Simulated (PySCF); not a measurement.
Species: C3H7NSSi.
Geometry (PBE0-D3(BJ)/def2-SVP, Å), atoms numbered from 1 in this order:
```xyz
13
C3H7NSSi angstrom
N     -2.3785    2.0690   -0.3895
C     -2.0987    1.0308    0.0394
C     -1.6816   -0.2636    0.5555
S     -0.7999   -1.2618   -0.6824
C      0.6120   -0.1724   -1.0364
Si     1.9164   -0.1742    0.3350
H     -1.0715   -0.1159    1.4610
H     -2.5650   -0.8541    0.8421
H      0.2483    0.8391   -1.2852
H      1.0560   -0.5757   -1.9606
H      1.2884    0.2035    1.6377
H      2.5010   -1.5412    0.4566
H      2.9983    0.8091    0.0229
```

Computed with PBE0-D3(BJ)/def2-SVP geometry optimisation, gas phase in PySCF.

Take the most abundant isotopes and a rigid rotor. The values belong to one conformer with, in the numbering `[N:1]#[C:2][CH2:3][S:4][CH2:5][SiH3:6]`, C2–C3–S4–C5 60°, C3–S4–C5–Si6 75°.

(1) Give the principal moments of inertia and the rotational constants in cm⁻¹.

(2) Classify the top.

(3) What does the inertial defect say?

(4) Give the other two planar moments, Paa and Pbb, and the rms extents of the mass along the axes.

(5) Which lines would a microwave search look for?

(6) Estimate the classical rotational partition function at 200 K, 298.15 K and 500 K.

## Answers

(1) Ia = 148.26, Ib = 370.73, Ic = 441.81 u·Å²; 505379 MHz·u·Å²/I gives 3409, 1363 and 1144 MHz, that is A = 0.11370, B = 0.04547, C = 0.03816 cm⁻¹.

(2) An asymmetric top: κ = (2 × 1363 − 3409 − 1144)/(3409 − 1144) = -0.81.

(3) Not planar: Δ = Ic − Ia − Ib = -77.18 u·Å². For a rigid frame Δ = −2 Σ m c², so Σ m c² = 38.59 u·Å² lies off the ab plane: 12.78 from hydrogen and 25.81 from heavier atoms. The atom farthest from that plane is 1.77 Å away.

(4) Paa = Σ m a² = (Ib + Ic − Ia)/2 = 332.14 and Pbb = Σ m b² = (Ia + Ic − Ib)/2 = 109.67 u·Å². With the mass M = 117.01 u, the rms extents √(P/M) along a, b and c are 1.68, 0.97, 0.57 Å.

(5) The dipole components are |μa| = 1.98 D, |μb| = 1.14 D, |μc| = 1.30 D. The squared components, which scale the intensities, stand as 1.00 : 0.33 : 0.43 (a : b : c). Some of the stronger lines:

| type | branch | J(Ka,Kc) | MHz | lower level (cm⁻¹) |
| --- | --- | --- | --- | --- |
| c | Q | 2(1,2) ← 2(0,2) | 1843 | 0.250 |
| c | Q | 1(1,1) ← 1(0,1) | 2045 | 0.084 |
| b | Q | 1(1,0) ← 1(0,1) | 2265 | 0.084 |
| b | Q | 2(1,1) ← 2(0,2) | 2501 | 0.250 |
| a | R | 1(0,1) ← 0(0,0) | 2507 | 0.000 |
| b | R | 2(0,2) ← 1(1,1) | 2952 | 0.152 |
| b | R | 1(1,1) ← 0(0,0) | 4553 | 0.000 |
| c | R | 1(1,0) ← 0(0,0) | 4772 | 0.000 |
| a | R | 2(1,2) ← 1(1,1) | 4795 | 0.152 |
| a | R | 2(0,2) ← 1(0,1) | 4997 | 0.084 |
| a | R | 2(1,1) ← 1(1,0) | 5233 | 0.159 |
| c | Q | 2(2,1) ← 2(1,1) | 6136 | 0.334 |
| b | Q | 2(2,0) ← 2(1,1) | 6153 | 0.334 |
| b | Q | 2(2,1) ← 2(1,2) | 6794 | 0.312 |
| b | R | 2(1,2) ← 1(0,1) | 6840 | 0.084 |
| c | R | 2(1,1) ← 1(0,1) | 7498 | 0.084 |
| b | R | 2(2,1) ← 1(1,0) | 11370 | 0.159 |
| c | R | 2(2,0) ← 1(1,0) | 11386 | 0.159 |
| c | R | 2(2,1) ← 1(1,1) | 11589 | 0.152 |
| b | R | 2(2,0) ← 1(1,1) | 11606 | 0.152 |

(6) Point group C1, symmetry number σ = 1; q = (√π/σ)·√((kT/h)³/(ABC)), k/h = 20836.6 MHz/K: 207000 at 200 K, 376000 at 298.15 K, 818000 at 500 K.

Whether it is a minimum is left open (no frequencies). These are rigid-rotor constants of the computed structure; measured ground-state constants (B0) also hold zero-point vibration. A rigid rotor knows nothing of internal rotation, which can split or shift real lines. Quadrupole hyperfine structure (14N) is left out.
